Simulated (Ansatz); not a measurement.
One change: `[OH][GeH2][Br]` becomes `[OH][GeH2][GeH3]`.

Ansatz, PBE0-D4/def2-TZVP geometries, multiplicity 1. Each molecule was computed in one conformer, which needn't be the lowest.

Scalar relativity is left out up to krypton. Spin–orbit coupling is left out; it splits and shifts lone-pair levels of the heavy atoms by tenths of an eV.

| property | `[OH][GeH2][Br]` |
| --- | --- |
| HOMO energy (PBE/def2-TZVPP) / eV | -7.06 |
| HOMO energy (PBE0/def2-TZVPP) / eV | -8.36 |
| HOMO–LUMO gap (PBE/def2-TZVPP) / eV | 5.75 |
| HOMO energy (B3LYP/def2-TZVPP) / eV | -8.10 |
| LUMO energy (PBE/def2-TZVPP) / eV | -1.31 |
| HOMO–LUMO gap (B3LYP/def2-TZVPP) / eV | 7.41 |

Give the same properties after the change, and the shifts. (Best estimate.)

Computed: 
```json
{"property": "HOMO energy (PBE/def2-TZVPP) / eV", "`[OH][GeH2][GeH3]`": "-6.45", "shift": "0.61"}
{"property": "HOMO energy (PBE0/def2-TZVPP) / eV", "`[OH][GeH2][GeH3]`": "-7.74", "shift": "0.62"}
{"property": "HOMO–LUMO gap (PBE/def2-TZVPP) / eV", "`[OH][GeH2][GeH3]`": "5.35", "shift": "-0.40"}
{"property": "HOMO energy (B3LYP/def2-TZVPP) / eV", "`[OH][GeH2][GeH3]`": "-7.53", "shift": "0.57"}
{"property": "LUMO energy (PBE/def2-TZVPP) / eV", "`[OH][GeH2][GeH3]`": "-1.10", "shift": "0.21"}
{"property": "HOMO–LUMO gap (B3LYP/def2-TZVPP) / eV", "`[OH][GeH2][GeH3]`": "7.02", "shift": "-0.39"}
```

With PBE0 the HOMO rises by 0.62 eV and the LUMO rises by 0.12 eV, so the gap narrows by about 0.50 eV. PBE moves the HOMO by 0.61 eV and ωB97M-V by 0.75 eV. The zero-point energy changes by 57.6 kJ/mol with +9 modes.

B3LYP here is the variant with VWN-RPA as its local correlation; programs differ in this.
